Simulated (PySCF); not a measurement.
# Where the electron goes

Compound: (H2Al-mu-NH2)3.
Geometry (PBE0-D3(BJ)/def2-SVP, Å), atoms numbered from 1 in this order:
```
atom  x, y, z in Å
Al1    1.6846   -0.6728   -0.3722
H2     2.3224    0.7046    0.1384
H3     2.6005   -1.8908   -0.8510
N4     0.4524   -0.1611   -1.8076
Al5   -1.2758    0.5627   -1.2300
H6    -2.1704   -0.7231   -0.8971
H7    -1.7640    1.6775   -2.2652
N8    -0.7929    1.4061    0.4676
Al9   -0.4991    0.1551    1.9524
H10   -1.9376   -0.3397    2.4385
H11    0.5537    0.7673    2.9857
N12    0.4217   -1.2867    0.9892
H13    0.2688   -0.9658   -2.4128
H14    0.9322    0.5115   -2.4111
H15   -1.5473    2.0452    0.7331
H16    0.0311    2.0049    0.3587
H17    0.9336   -1.8510    1.6730
H18   -0.2702   -1.9269    0.5881
```

Computed, not measured: TDDFT wB97X-D/def2-SVPD, vertical, gas phase, core orbitals frozen in the response in PySCF.

Frontier orbitals with the atoms that hold most of them (Löwdin shares over 4%, at most four atoms; ? is withheld):

| orbital | ε (eV) | atoms |
| --- | --- | --- |
| HOMO-3 | -10.48 | Al9 20%, H10 13%, H11 13%, N8 12% |
| HOMO-2 | -9.96 | Al1 16%, H3 15%, Al5 12%, H7 12% |
| HOMO-1 | -9.91 | Al5 18%, H7 16%, Al1 15%, H3 12% |
| HOMO | -9.58 | ? |
| LUMO | 1.12 | ? |
| LUMO+1 | 1.42 | Al9 28%, Al1 17%, Al5 10%, H17 7% |
| LUMO+2 | 1.44 | Al5 19%, Al9 17%, Al1 12%, H15 9% |

Which atoms hold the HOMO, and with what shares?

Al9 (bonded to 2 N and 2 H) 29%; H11 (bonded to Al) 22%; H10 (bonded to Al) 21%; Al5 (bonded to 2 N and 2 H) 5%. By element: hydrogen 43% or more, aluminium 34% or more.

Which atoms hold the LUMO, and with what shares?

Al1 (bonded to 2 N and 2 H) 29%; Al5 (bonded to 2 N and 2 H) 28%; H13 (bonded to N) 9%; H14 (bonded to N) 9%. By element: aluminium 57% or more, hydrogen 17% or more.

The HOMO–LUMO gap is 10.69 eV. Where does the response calculation put the lowest singlet, and from which orbitals?

S1 is at 6.77 eV (f = 0.0029), 3.92 eV below the gap, made of HOMO→LUMO+2 (70%). Its leading pair isn't HOMO and LUMO; the energies of that pair differ by 11.01 eV. Without the coupling terms of the response equations the lowest excitation would equal the gap.

Next come S2 at 6.89 eV (f 0.015), HOMO-2→LUMO (25%), HOMO-2→LUMO+1 (16%), HOMO-1→LUMO+2 (14%); S3 at 6.96 eV (f 0.0052), HOMO-1→LUMO (36%), HOMO-1→LUMO+1 (21%), HOMO-2→LUMO+2 (18%); S4 at 7.14 eV (f 0.039), HOMO→LUMO+1 (27%), HOMO→LUMO (20%), HOMO-2→LUMO (16%); S5 at 7.25 eV (f 0.0019), HOMO-1→LUMO (35%), HOMO-1→LUMO+1 (23%), HOMO-1→LUMO+4 (12%).

One conformer stands for the species.
